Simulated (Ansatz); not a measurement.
A nudged elastic band was laid between two geometries of CH$_{3}$AlO$_{2}$ (7 atoms, charge 0, multiplicity 1).

All numbers below come from RKS PBE/def2-SVP (Ansatz 0.2.0).

| Property | Result |
| --- | --- |
| movable images | 9 |
| climbing image | yes |
| spring | 5.0 eV/Å² |
| optimiser | quadratic models (default) |
| start path | through a guess of the saddle point |
| force threshold | 0.05 eV/Å |
| iteration limit | 60 |
| end points | relaxed |

Image 0:

```xyz
7
Properties=species:S:1:pos:R:3
O 0.568 -0.835 -0.727
C 0.851 -0.703 0.511
O 0.224 0.179 1.190
Al -0.738 0.605 -0.466
H 1.629 -1.343 0.989
H -0.241 1.976 -1.103
H -2.230 0.054 -0.440
```

Image 10:

```xyz
7
Properties=species:S:1:pos:R:3
O 2.254 -1.176 0.492
C 1.083 -0.912 0.388
O 0.616 0.246 -0.124
Al -0.968 0.935 -0.421
H 0.262 -1.616 0.712
H -0.937 2.385 -1.061
H -2.248 0.070 -0.032
```

Task: Which bonds break or form, and what moves?

Result: Bonds broken: O1–Al4. The dihedral O1–C2–O3–Al4 goes from 0 to 180°.

Task: What energy profile does the band end with?

Result: It converged. The highest image is number 8 of 0 to 10, 20.3 kcal/mol above the first end and 0.0 kcal/mol above the last; the last end lies 20.3 kcal/mol above the first. The top lies less than 8 meV above the higher end, about what the thresholds resolve: that end is a shoulder or a very shallow well. A vibrational analysis at the climbing image gives one clearly imaginary mode, 69i cm⁻¹: a first-order saddle point. The orbitals stay closed-shell, which can raise the energy where a bond breaks towards radicals; this wasn't checked here.

```
image  path coordinate (Å)  energy (kcal/mol)  O1–Al4 (Å)  dihedral O1–C2–O3–Al4 (°)
    0                 0.00                0.0        1.96                          0
    1                 0.43                4.1        2.17                          4
    2                 0.86               12.5        2.61                          8
    3                 1.30               16.2        3.03                         14
    4                 1.73               17.7        3.37                         27
    5                 2.17               18.8        3.64                         52
    6                 2.61               19.6        3.82                         94
    7                 3.06               20.1        3.92                        133
    8                 3.50               20.3        3.95                        154
    9                 3.88               20.3        3.96                        166
   10                 4.26               20.3        3.96                        180
```

Task: What is the geometry of the highest image?

Result: 
```xyz
7
Properties=species:S:1:pos:R:3
O 2.145 -1.416 0.036
C 1.082 -0.960 0.372
O 0.553 0.172 -0.134
Al -0.977 0.966 -0.410
H 0.428 -1.432 1.160
H -0.858 2.484 -0.851
H -2.312 0.119 -0.219
```

Time of the run: 4.4 min on 1 thread of Arm Neoverse V1, on a shared host, peak memory 0.15 GiB.
